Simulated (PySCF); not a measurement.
# Correlation energy of N⁺ (nitrogen, charge +1)

[He] 2s2 2p1 3s1, high-spin 3P determinant (an excited configuration). Computed with PySCF 2.14 in dyall-acv3z, with no relativity, point nucleus. Frozen: 1s2; 4 electrons correlated; the 18 highest virtual orbitals of each spin left out.

```csv
level,correlation energy (mhartree)
CCSD,-93.03
(T),-2.96
CCSD(T),-95.99
```

Diagnostics: T1 = 0.012, D1 = 0.0307, largest double amplitude 0.125.

Q: Is a single reference adequate?

A: Mostly. T1 lies below 0.03, but a double amplitude of this size points to a near-degeneracy that CCSD handles and MP2 describes poorly.
